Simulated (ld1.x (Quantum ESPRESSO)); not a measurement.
# u(r) = r·R(r): atom against pseudo-atom (zinc (Zn))

Columns: radius, all-electron u(r) and pseudo u(r) of the 3d shell (level -10.23 eV) of zinc in the configuration [Ne] 3s2 3p6 3d10 4s2 4p0; PW91, scalar-relativistic, TM semilocal scheme, ld1.x (Quantum ESPRESSO) 7.5.

```csv
r (bohr),all-electron,pseudo
0.057,0.0331,0.0051
0.115,0.1644,0.0403
0.172,0.3497,0.1251
0.230,0.5445,0.2679
0.288,0.7147,0.4557
0.345,0.8457,0.6586
0.402,0.9392,0.8489
0.460,0.9992,1.0026
0.518,1.0292,1.1004
0.575,1.0357,1.1407
0.632,1.0253,1.1345
0.690,1.0023,1.0956
0.747,0.9714,1.0400
0.805,0.9345,0.9778
0.862,0.8952,0.9185
0.920,0.8537,0.8638
0.977,0.8125,0.8158
1.035,0.7710,0.7716
1.092,0.7312,0.7312
1.150,0.6920,0.6920
1.208,0.6543,0.6543
1.265,0.6189,0.6189
1.322,0.5851,0.5851
1.380,0.5526,0.5526
1.438,0.5217,0.5217
1.495,0.4931,0.4931
```

**Question.** How many radial nodes do the two functions have?

**Answer.** The all-electron 3d function has n − l − 1 = 0; the pseudo-wave has 0.

**Question.** At about which radius was the pseudo-wave matched?

**Answer.** 1.15 bohr, where the columns begin to agree (steps of 0.06 bohr).

**Question.** Is the pseudo-wave norm-conserving?

**Answer.** Yes: the TM semilocal scheme keeps the norm inside the radius equal to the all-electron one, which fixes the energy derivative of the logarithmic derivative at the level.
